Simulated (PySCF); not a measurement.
Polarisability and C₆ of Mo²⁺ (molybdenum, charge +2)

[Kr] 4d4, high-spin 5D determinant. Computed with PySCF 2.14 in aug-cc-pVTZ-DK (9s8p6d3f2g, 102 functions), with scalar relativity by spin-free X2C-1e. Coupled (time-dependent) response in atomic units; α is the mean over directions.

```csv
method,mean α (bohr³),"α xx, yy, zz",C₆ (like pair),S(−4)
UHF,9.264,"8.711, 8.711, 10.37",49.13,30.79
PBE,10.49,"9.961, 9.961, 11.54",55.91,46.29
```

S(−4) is the Cauchy moment in α(ω) = α(0) + S(−4) ω² + …

Spin-orbit coupling is absent.

α(iu) at UHF:

```tsv
u (hartree)	α(iu) (bohr³)
0	9.264
0.0500	9.188
0.100	8.973
0.200	8.269
0.300	7.439
0.500	5.956
0.750	4.603
1.00	3.647
1.50	2.420
2.00	1.697
3.00	0.9440
5.00	0.4047
```

A single London oscillator, α(iu) = α/(1 + u²/ω²), gives C₆ = (3/4) ω α². Matching the computed C₆ needs ω = 4 × 49.13 / (3 × 9.264²) = 0.763 hartree.

For an ion, C₆ is the dispersion term alone; charge-induced terms of lower order in 1/R come first.

The components differ because the open shell of this determinant is not spherical; for a pure term their mean is the scalar polarisability.
